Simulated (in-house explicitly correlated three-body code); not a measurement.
Computed with an exponentially correlated three-body code. Model: two electrons around a point charge, non-relativistic, variational in 260 exponentially correlated functions (energies converged to about 1e-7 hartree, or 1e-8 relative for large Z).

Command:
```bash
python run_hyl.py task.json out
```
Settings (lengths in bohr, energies in hartree):
```
Z                      10
nuclear_mass           206.7683
interaction_strength   1
functions              260
states_tried           13
```

Cost of the run: 28 s on 1 thread of Intel(R) Xeon(R) Platinum 8488C (Sapphire Rapids), on a shared host.

**Those bound S and P states to n = 4 that converged, binding against the one-electron ion.**

Given: nuclear charge 10; mass of the centre 206.77 electron masses.

Computed: one-electron threshold -49.7593473 hartree.

```csv
term,energy (hartree),binding (eV)
1 1S,-93.4494219,1188.9
2 3S,-60.3762657,288.9
2 3P,-60.0581166,280.24
2 1S,-60.0048605,278.79
2 1P,-59.7373298,271.51
3 3S,?,?
3 3P,-54.2994747,123.54
3 1S,-54.2896251,123.28
3 1P,-54.213228,121.2
4 3S,?,?
4 3P,-52.303941,69.242
4 1S,-52.3005625,69.15
4 1P,-52.2687519,68.284
```

Question: What belongs in the row 3 3S?

Answer: energy (hartree): -54.3877984; binding (eV): 125.95.

Question: What belongs in the row 4 3S?

Answer: energy (hartree): -52.3403334; binding (eV): 70.232.

**Converged states only, values per electron or pair.**

```json
{"term": "1 1S", "mean r (bohr)": "0.15663", "mean r squared (bohr²)": "0.032875", "mean inverse r (1/bohr)": "9.6406", "mean r12 (bohr)": "0.23038", "mean inverse r12 (1/bohr)": "5.914", "mean cosine": "-0.011374", "mean p1 dot p2 (bohr⁻²)": "1.0302", "delta r1 (bohr⁻³)": "293.33", "delta r12 (bohr⁻³)": "32.227"}
{"term": "2 3S", "mean r (bohr)": "0.39467", "mean r squared (bohr²)": "0.25272", "mean inverse r (1/bohr)": "6.1264", "mean r12 (bohr)": "0.66365", "mean inverse r12 (1/bohr)": "1.7747", "mean cosine": "-0.0034833", "mean p1 dot p2 (bohr⁻²)": "0.064728", "delta r1 (bohr⁻³)": "173.26", "delta r12 (bohr⁻³)": "-"}
{"term": "2 3P", "mean r (bohr)": "?", "mean r squared (bohr²)": "?", "mean inverse r (1/bohr)": "?", "mean r12 (bohr)": "?", "mean inverse r12 (1/bohr)": "?", "mean cosine": "?", "mean p1 dot p2 (bohr⁻²)": "?", "delta r1 (bohr⁻³)": "?", "delta r12 (bohr⁻³)": "-"}
{"term": "2 1S", "mean r (bohr)": "0.40484", "mean r squared (bohr²)": "0.26843", "mean inverse r (1/bohr)": "6.1046", "mean r12 (bohr)": "0.67656", "mean inverse r12 (1/bohr)": "2.0824", "mean cosine": "-0.0064939", "mean p1 dot p2 (bohr⁻²)": "0.0073243", "delta r1 (bohr⁻³)": "172.36", "delta r12 (bohr⁻³)": "5.6701"}
{"term": "2 1P", "mean r (bohr)": "0.35747", "mean r squared (bohr²)": "0.20606", "mean inverse r (1/bohr)": "6.0874", "mean r12 (bohr)": "0.57676", "mean inverse r12 (1/bohr)": "2.2739", "mean cosine": "0.053622", "mean p1 dot p2 (bohr⁻²)": "5.9988", "delta r1 (bohr⁻³)": "157.19", "delta r12 (bohr⁻³)": "1.5262"}
{"term": "3 3S", "mean r (bohr)": "0.80541", "mean r squared (bohr²)": "1.2254", "mean inverse r (1/bohr)": "5.4822", "mean r12 (bohr)": "1.4706", "mean inverse r12 (1/bohr)": "0.86777", "mean cosine": "-0.0010686", "mean p1 dot p2 (bohr⁻²)": "0.00253", "delta r1 (bohr⁻³)": "161.6", "delta r12 (bohr⁻³)": "-"}
{"term": "3 3P", "mean r (bohr)": "0.76325", "mean r squared (bohr²)": "1.1055", "mean inverse r (1/bohr)": "5.4777", "mean r12 (bohr)": "1.3886", "mean inverse r12 (1/bohr)": "0.95479", "mean cosine": "-0.017026", "mean p1 dot p2 (bohr⁻²)": "-1.5096", "delta r1 (bohr⁻³)": "156.58", "delta r12 (bohr⁻³)": "-"}
{"term": "3 1S", "mean r (bohr)": "0.82024", "mean r squared (bohr²)": "1.2759", "mean inverse r (1/bohr)": "5.4764", "mean r12 (bohr)": "1.4985", "mean inverse r12 (1/bohr)": "0.94948", "mean cosine": "-0.001918", "mean p1 dot p2 (bohr⁻²)": "-0.0081788", "delta r1 (bohr⁻³)": "161.41", "delta r12 (bohr⁻³)": "1.6499"}
{"term": "3 1P", "mean r (bohr)": "0.77687", "mean r squared (bohr²)": "1.1493", "mean inverse r (1/bohr)": "5.4716", "mean r12 (bohr)": "1.4108", "mean inverse r12 (1/bohr)": "1.0061", "mean cosine": "0.013165", "mean p1 dot p2 (bohr⁻²)": "1.4822", "delta r1 (bohr⁻³)": "156.9", "delta r12 (bohr⁻³)": "0.49572"}
{"term": "4 3S", "mean r (bohr)": "?", "mean r squared (bohr²)": "?", "mean inverse r (1/bohr)": "?", "mean r12 (bohr)": "?", "mean inverse r12 (1/bohr)": "?", "mean cosine": "?", "mean p1 dot p2 (bohr⁻²)": "?", "delta r1 (bohr⁻³)": "?", "delta r12 (bohr⁻³)": "-"}
{"term": "4 3P", "mean r (bohr)": "1.3462", "mean r squared (bohr²)": "3.6785", "mean inverse r (1/bohr)": "5.2575", "mean r12 (bohr)": "2.5483", "mean inverse r12 (1/bohr)": "0.54285", "mean cosine": "-0.0066149", "mean p1 dot p2 (bohr⁻²)": "-0.59276", "delta r1 (bohr⁻³)": "156.76", "delta r12 (bohr⁻³)": "-"}
{"term": "4 1S", "mean r (bohr)": "1.4033", "mean r squared (bohr²)": "3.9838", "mean inverse r (1/bohr)": "5.2571", "mean r12 (bohr)": "2.6611", "mean inverse r12 (1/bohr)": "0.54059", "mean cosine": "-0.00076085", "mean p1 dot p2 (bohr⁻²)": "-0.0089506", "delta r1 (bohr⁻³)": "158.78", "delta r12 (bohr⁻³)": "0.68966"}
{"term": "4 1P", "mean r (bohr)": "1.3641", "mean r squared (bohr²)": "3.7833", "mean inverse r (1/bohr)": "5.2551", "mean r12 (bohr)": "2.5823", "mean inverse r12 (1/bohr)": "0.56436", "mean cosine": "0.0052534", "mean p1 dot p2 (bohr⁻²)": "0.58427", "delta r1 (bohr⁻³)": "156.87", "delta r12 (bohr⁻³)": "0.21488"}
```

Question: What belongs in the row 2 3P?

Answer: mean r (bohr): 0.34759; mean r squared (bohr²): 0.19322; mean inverse r (1/bohr): 6.1109; mean r12 (bohr): 0.57994; mean inverse r12 (1/bohr): 2.1023; mean cosine: -0.072288; mean p1 dot p2 (bohr⁻²): -6.4561; delta r1 (bohr⁻³): 155.66.

Question: What belongs in the row 4 3S?

Answer: mean r (bohr): 1.3836; mean r squared (bohr²): 3.8655; mean inverse r (1/bohr): 5.2594; mean r12 (bohr): 2.6224; mean inverse r12 (1/bohr): 0.50757; mean cosine: -0.00040602; mean p1 dot p2 (bohr⁻²): -0.0053034; delta r1 (bohr⁻³): 158.84.
